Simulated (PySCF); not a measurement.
FH2O3Ta, SMILES [O]=[Ta]([OH])([OH])[F], multiplicity 1.

Geometry optimised at B3LYP-D3(BJ)/def2-SVP. The spin state was assumed, not searched. The structure was generated by enumeration; whether it is a known compound was not checked. The def2 effective core potentials stand for the cores of Ta; spin–orbit coupling is left out. The values are those of a single conformer.

The numbers are results of TDDFT-ωB97X/def2-SVPD (PySCF), not measurements.

Vertical excitations. Isolated molecule, no solvent. State labels are in the subgroup Cs.

```tsv
state	symmetry	energy (eV)	λ (nm)	f	main pairs
S1	A"	6.93	179	0.000	HOMO→LUMO+1 72 %, HOMO−1→LUMO+2 15 %
S2	A'	7.21	172	0.004	HOMO−1→LUMO+1 51 %, HOMO→LUMO+2 39 %
S3	A"	7.23	171	0.002	HOMO−1→LUMO+2 70 %, HOMO→LUMO+1 16 %
S4	A"	7.33	169	0.001	HOMO−2→LUMO+1 83 %
S5	A'	7.44	167	0.000	HOMO−2→LUMO+2 88 %
S6	A'	7.60	163	0.021	HOMO→LUMO+2 42 %, HOMO−1→LUMO+1 34 %, HOMO−1→LUMO+3 8 %
S7	A'	7.84	158	0.006	HOMO−3→LUMO+1 90 %
S8	A"	7.99	155	0.000	HOMO→LUMO+3 34 %, HOMO→LUMO+5 26 %, HOMO−1→LUMO+4 11 %, HOMO−1→LUMO+6 6 %
S9	A"	8.08	153	0.006	HOMO−3→LUMO+2 31 %, HOMO−4→LUMO+1 12 %, HOMO−1→LUMO+4 10 %, HOMO→LUMO+3 10 %
S10	A'	8.22	151	0.006	HOMO−1→LUMO+3 25 %, HOMO−1→LUMO+5 18 %, HOMO→LUMO+4 17 %, HOMO→LUMO+6 11 %
T1	A'	6.29	197	0	HOMO−1→LUMO+1 44 %, HOMO→LUMO+2 19 %, HOMO−1→LUMO+5 15 %
T2	A"	6.62	187	0	HOMO→LUMO+1 58 %, HOMO−1→LUMO+2 16 %, HOMO→LUMO+5 12 %
T3	A'	6.66	186	0	HOMO→LUMO+2 51 %, HOMO−1→LUMO+1 25 %
T4	A"	6.89	180	0	HOMO−2→LUMO+1 72 %, HOMO−2→LUMO+5 13 %
```
Triplets are in the Tamm–Dancoff approximation, which puts them higher than full response would, so one can lie above its singlet here.
